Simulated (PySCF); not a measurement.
How the method moves the HOMO and LUMO of `C#C[Si@H]([SiH3])C#N`

C3H5NSi2.
Structure used (PBE0-D3(BJ)/def2-SVP), in Å, numbered top down from 1:
```
atom  x, y, z in Å
C1     2.5866   -1.1442    0.1350
C2     1.6500   -0.3697    0.1887
Si3    0.1778    0.7044    0.2889
Si4   -1.7720   -0.6030    0.3086
C5     0.1309    1.7737   -1.2335
N6     0.0631    2.4340   -2.1847
H7     3.4237   -1.8183    0.0854
H8     0.2787    1.6268    1.4539
H9    -1.8044   -1.4167   -0.9418
H10   -2.9697    0.2850    0.3805
H11   -1.7268   -1.4979    1.5034
```

Basis pcSseg-2 throughout (PySCF), one geometry. Isolated species at its PBE0-D3(BJ)/def2-SVP geometry, gas phase.

**Question.** How do the orbital energies, the gap and the dipole change with the method?

**Answer.** 
| method | kind | HOMO (eV) | LUMO (eV) | gap (eV) | μ (D) | SCF cycles |
| --- | --- | --- | --- | --- | --- | --- |
| B97-2 | global hybrid | -8.16 | -1.13 | 7.03 | 3.99 | 15 |
| PBE0 | global hybrid | -8.40 | -1.10 | 7.30 | 4.01 | 14 |
| mPW1PW91 | global hybrid | -8.42 | -1.11 | 7.31 | 4.01 | 13 |
| BHandHLYP | global hybrid | -9.40 | -0.05 | 9.35 | 4.11 | 13 |
| CAM-B3LYP | range-separated hybrid | -9.68 | 0.04 | 9.72 | 4.06 | 13 |
| wB97X-D | range-separated hybrid | -10.19 | 0.68 | 10.88 | 4.02 | 14 |
| LC-wPBE | range-separated hybrid | -11.02 | 1.13 | 12.15 | 4.05 | 13 |

The HOMO spans 2.87 eV, from B97-2 down to LC-wPBE, and the gap runs from 7.03 eV (B97-2) to 12.15 eV (LC-wPBE). Over the methods B97-2 (21 %), PBE0 (25 %), mPW1PW91 (25 %), BHandHLYP (50 %), a straight line through the gap against the share of exact exchange rises by 0.81 eV for each 10 % (correlation coefficient 1.000). The dipole ranges from 3.99 D (B97-2) to 4.11 D (BHandHLYP). This basis has no diffuse functions.
